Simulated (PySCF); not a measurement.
Sn(iPr)(OH)3 (C3H10O3Sn), SMILES C[CH](C)[Sn]([OH])([OH])[OH].

Geometry: B3LYP-D3(BJ)/def2-SVP. The isomer is the one that the SMILES or the coordinates give; other isomers of the formula were not compared. The def2 effective core potentials stand for the cores of Sn; spin–orbit coupling is left out. Other conformers were not sampled.

The numbers are results of TDA-CAM-B3LYP/def2-SVPD (PySCF), not measurements.

Vertical excitations. 

Computed excitation energies, oscillator strengths and character:
| state | energy (eV) | λ (nm) | f | main pairs |
|---|---|---|---|---|
| S1 | 6.10 | 203 | 0.262 | HOMO→LUMO 84 % |
| S2 | 6.41 | 193 | 0.047 | HOMO−2→LUMO 73 % |
| S3 | 6.42 | 193 | 0.049 | HOMO−1→LUMO 73 % |
| S4 | 7.13 | 174 | 0.034 | HOMO−3→LUMO 69 % |
| S5 | 7.37 | 168 | 0.135 | HOMO−4→LUMO 28 %, HOMO−5→LUMO 27 %, HOMO→LUMO+1 19 %, HOMO−1→LUMO 8 % |
| S6 | 7.41 | 167 | 0.124 | HOMO−4→LUMO 35 %, HOMO−5→LUMO 29 %, HOMO→LUMO+2 12 %, HOMO−2→LUMO 7 % |
| T1 | 5.05 | 245 | 0 | HOMO→LUMO 83 % |
| T2 | 5.80 | 214 | 0 | HOMO−2→LUMO 77 % |
Triplets are in the Tamm–Dancoff approximation.
